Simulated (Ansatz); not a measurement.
The cluster Hg4S3. The state is a singlet with charge 0. Geometry r2SCAN-D4/def2-SVP; atoms count from 1.

```xyz
7

Hg   -1.181    0.556   -1.513
Hg   -1.344    2.367    0.656
Hg    2.295   -0.303    1.575
Hg    1.279   -1.250   -0.891
S     0.371   -0.562   -3.101
S    -0.982   -1.030    0.896
S    -0.438    0.222    2.377
```

In the def2 sets Hg takes a core potential; there is no spin–orbit coupling. Another isomer (singlet) lies 1.82 eV lower at PBE0-D4/def2-TZVP; other spin states weren't run for this one.

(1) Estimate the Mulliken populations from the PBE0/def2-TZVP orbitals of Ansatz.

(2) And the Mayer bond orders between bonded heavy atoms (over 0.3)?

Results:

(1) 
```json
{"atom": "Hg1", "charge (e)": "0.35", "d electrons": "9.96"}
{"atom": "Hg2", "charge (e)": "0.14", "d electrons": "9.98"}
{"atom": "Hg3", "charge (e)": "0.14", "d electrons": "9.98"}
{"atom": "Hg4", "charge (e)": "0.35", "d electrons": "9.96"}
{"atom": "S5", "charge (e)": "-0.54", "d electrons": "–"}
{"atom": "S6", "charge (e)": "-0.18", "d electrons": "–"}
{"atom": "S7", "charge (e)": "-0.26", "d electrons": "–"}
```
Mulliken values and Mayer orders depend strongly on the basis.

(2) Hg1–Hg2 0.51 (2.83 Å); Hg1–S5 0.83 (2.49 Å); Hg1–S6 0.37 (2.89 Å); Hg3–Hg4 0.51 (2.83 Å); Hg4–S5 0.83 (2.49 Å); Hg4–S6 0.37 (2.89 Å); S6–S7 1.27 (2.01 Å). Values over 0.3 also appear between atoms too far apart for a bond (Hg2–S7 0.34 at 2.90 Å; Hg3–S7 0.34 at 2.90 Å); they arise where an orbital or an unpaired electron spreads over both atoms.
